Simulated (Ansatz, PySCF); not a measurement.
Ways to break one bond of CN(C)[SiH3]:

A. CN(C)[SiH3] -> C[N][SiH3] + [CH3] (CH3)
B. CN(C)[SiH3] → [SiH3] (SiH3) + C[N]C

Quantity: bond dissociation energy (enthalpy at 298 K, with B3LYP-D3(BJ) rigid-rotor harmonic-oscillator terms from PySCF), kcal/mol. Each molecule is optimised on its own at B3LYP-D3(BJ)/def2-TZVP (Ansatz, a program for electronic structure). Cores are frozen in the correlated levels unless marked. Open shells are spin-unrestricted. Spin-orbit coupling is left out. No relativistic terms. CBS marks a two-point X^-3 extrapolation of the correlation energy; Hartree-Fock from the larger set. [CCSD(T)-MP2]/basis is that difference in the basis named.

|  | B97M-V/def2-TZVPD (Ansatz) | PBE0/def2-TZVP (Ansatz) | B2PLYP-D3(BJ)/def2-TZVPD (Ansatz + dftd3) | RI-MP2/CBS(cc-pV(T+d)Z,cc-pV(Q+d)Z)+[CCSD(T)-MP2]/cc-pV(T+d)Z (Ansatz) |
|---|---|---|---|---|
| A | 80.0 | 80.8 | 82.4 | [?] |
| B | 84.9 | 82.8 | 87.7 | [?] |

Complete the blanks.


- A, RI-MP2/CBS(cc-pV(T+d)Z,cc-pV(Q+d)Z)+[CCSD(T)-MP2]/cc-pV(T+d)Z (Ansatz): 86.3
- B, RI-MP2/CBS(cc-pV(T+d)Z,cc-pV(Q+d)Z)+[CCSD(T)-MP2]/cc-pV(T+d)Z (Ansatz): 91.4
